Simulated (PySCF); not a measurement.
# Te³⁺: fine-structure interval

Te³⁺ [Kr] 4d10 5s2 5p1 [5p1/2^1, M_J = 1/2] → Te³⁺ [Kr] 4d10 5s2 5p1 [5p3/2^1, M_J = 3/2], as a difference of total energies. Computed with PySCF 2.14 in x2c-TZVPPall-2c (8s9p5d2f, 74 functions), with the two-component X2C-1e Hamiltonian. Correlated levels: [Ar] 3d10 frozen; the 6 highest virtual spinors dropped. "Screened" scales the spin-orbit matrix elements by Boettger's factors to mimic the two-electron term; Breit and QED terms are absent.

```
                    method  fine-structure interval (cm⁻¹)
 GHF (screened spin-orbit)                           10078
GMP2 (screened spin-orbit)                          9131.4
     GHF (bare spin-orbit)                           10447
```
